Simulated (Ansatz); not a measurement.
System: CH$_{5}$BP, charge 0, doublet. CH5BP (SMILES P[B]C, doublet).
B3LYP-D3(BJ)/def2-TZVP minimum from Ansatz (a quantum-chemistry and plane-wave program):
```xyz
8

B      0.6107    -0.3884     0.2149
C      0.3836    -1.0781     1.5748
H     -0.6621    -1.3314     1.7837
H      0.7100    -0.3786     2.3560
H      0.9925    -1.9767     1.7013
P     -0.3283     0.7633    -0.8795
H     -1.6268     0.2011    -1.0068
H      0.1562     0.4463    -2.1647
```
Charge 0, spin multiplicity 2.

Atomisation energy term by term, kcal/mol (programs: Ansatz). UHF or UKS for unpaired electrons; spin-orbit terms are left out. Correlated methods leave the cores frozen. Rows without X2C or -DK are non-relativistic. CBS(X,Y): correlation extrapolated as X^-3, Hartree-Fock from the larger set. A bracket is a step between two methods taken in the basis named. 'core' is core correlation in cc-pwCVTZ (1s frozen past Ne), 'X2C' scalar relativity in cc-pVTZ-DK, both at CCSD(T). Where a partner has so few electrons that a lower coupled-cluster level is exact, that level stands in.

| term | basis | kcal/mol |
|---|---|---|
| Hartree-Fock | cc-pV(Q+d)Z | 465.59 |
| CCSD correlation | CBS(cc-pV(T+d)Z,cc-pV(Q+d)Z) | 141.53 |
| (T) | CBS(cc-pV(T+d)Z,cc-pV(Q+d)Z) | 8.18 |
| CCSDT(Q) - CCSD(T) | cc-pV(D+d)Z | 0.64 |
| core correlation | cc-pwCVTZ | 2.57 |
| scalar relativity | X2C, cc-pVTZ-DK | -0.80 |
| sum: De |  | 617.7 |
